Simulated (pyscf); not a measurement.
# Four-centre exchange: Cl–GaH₂ + silanol (HO–SiH₃) -> Cl–GaH₂ + silanol (HO–SiH₃)

Gas phase, singlet surface, charge 0. Bonds broken: Ga2–H3, Si6–H8. Bonds formed: Ga2–H8, H3–Si6. PySCF, gas phase, ωB97X-D3(BJ)/def2-SVP geometries.

Transition state (Å):

```xyz
10

Cl    -1.9225    -0.6890     2.5885
Ga    -2.1823    -0.3205     0.4821
H     -0.8024    -0.8865    -0.2733
H     -3.4917    -0.6134    -0.2847
O      0.8178    -0.1025    -1.7038
Si     0.0148     0.6975    -0.4799
H      0.9775    -1.0458    -1.5830
H     -1.5475     1.1979     0.1530
H     -0.0550     2.0342    -1.1234
H      0.6717     0.6885     0.8479
```

One imaginary mode, 298i cm⁻¹; descent along it reached the two sides named, in the forms told below.

```json
[
 {"bond": "Ga2–H3", "change": "breaks", "reactant side (Å)": "1.569", "saddle": "1.672", "product side": "2.037"},
 {"bond": "Si6–H8", "change": "breaks", "reactant side (Å)": "1.528", "saddle": "1.758", "product side": "3.5"},
 {"bond": "Ga2–H8", "change": "forms", "reactant side (Å)": "1.973", "saddle": "1.678", "product side": "1.552"},
 {"bond": "H3–Si6", "change": "forms", "reactant side (Å)": "2.9", "saddle": "1.794", "product side": "1.531"}
]
```

Electronic energies relative to the separated reactants (kJ/mol):

| level | barrier | reaction energy | reverse barrier |
|---|---|---|---|
| ωB97X-D3(BJ)/def2-TZVP | 26.9 | 0.0 | 26.9 |
| PBE/def2-TZVP | 30.5 | 0.0 | 30.5 |
| r²SCAN/def2-TZVP | 26.0 | 0.0 | 26.0 |
| B3LYP-D3(BJ)/def2-TZVP | 46.6 | 0.0 | 46.6 |
| PBE0-D3(BJ)/def2-TZVP | 26.5 | 0.0 | 26.5 |
| M06-2X/def2-TZVP | 39.3 | 0.0 | 39.3 |
| ωB97M-D3(BJ)/def2-TZVP | 45.9 | 0.0 | 45.9 |
| HF/def2-TZVP | 109.0 | 0.0 | 109.0 |

With ωB97M-D3(BJ)/def2-TZVP energies and thermal terms (ideal gas, 1 atm, RRHO with modes under 100 cm⁻¹ raised to 100, one conformer, R ln 2 for chiral ones without a mode under 150 cm⁻¹), in kJ/mol:

| T (K) | ΔH‡ | ΔG‡ | ΔH | ΔG |
|---|---|---|---|---|
| 298 | 51.1 | 102.8 | 0.0 | 0.0 |
| 600 | 51.5 | 155.1 | 0.0 | 0.0 |
| 900 | 53.2 | 206.6 | 0.0 | 0.0 |
| 1200 | 55.5 | 257.4 | 0.0 | 0.0 |

On the reactant side the descent ends in a bound adduct, 35.1 kJ/mol under the separated species and 62.1 kJ/mol under the saddle at ωB97X-D3(BJ)/def2-TZVP. On the product side the descent ends in a bound adduct (not fully relaxed), 45.7 kJ/mol under the separated species and 72.6 kJ/mol under the saddle at ωB97X-D3(BJ)/def2-TZVP. At the saddle there is also a short Ga–Si contact that neither side keeps. One saddle was located; it need not be the lowest between these sides. Elements up to Kr have no core potential and no relativistic terms here.
